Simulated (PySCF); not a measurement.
H₆W, multiplicity 1. Atoms are numbered in the order given.

```xyz
7

W      0.0000     0.0000     0.0000
H      0.0000    -1.8074     0.0000
H     -1.8074     0.0000     0.0000
H      1.8074     0.0000     0.0000
H      0.0000     0.0000    -1.8074
H      0.0000     0.0000     1.8074
H      0.0000     1.8074     0.0000
```

Geometry: B3LYP-D3(BJ)/def2-TZVP. The geometry has at least one imaginary mode, so it is a saddle point at that level. The multiplicity is an assumed one; other spin states were not compared. The def2 effective core potentials stand for the cores of W; spin–orbit coupling is left out.

These are B3LYP/def2-TZVPD in PySCF values and carry that method's errors.

Gas-phase values at a fixed geometry.

Computed frontier levels, gap, dipole moment and polarisability:
```json
{
 "highest_occupied_level": "-8.66 eV",
 "lowest_empty_level": "-7.19 eV",
 "orbital_gap": "1.47 eV",
 "dipole_moment": "0.00 D",
 "quadrupole, principal values (traceless, Buckingham form, about the centre of nuclear charge)": "0.00, 0.00, 0.00 D·Å",
 "mean_static_polarisability": "91.4 bohr³ (13.54 Å³)",
 "polarisability_principal_values": "91.4, 91.4, 91.4 bohr³"
}
```
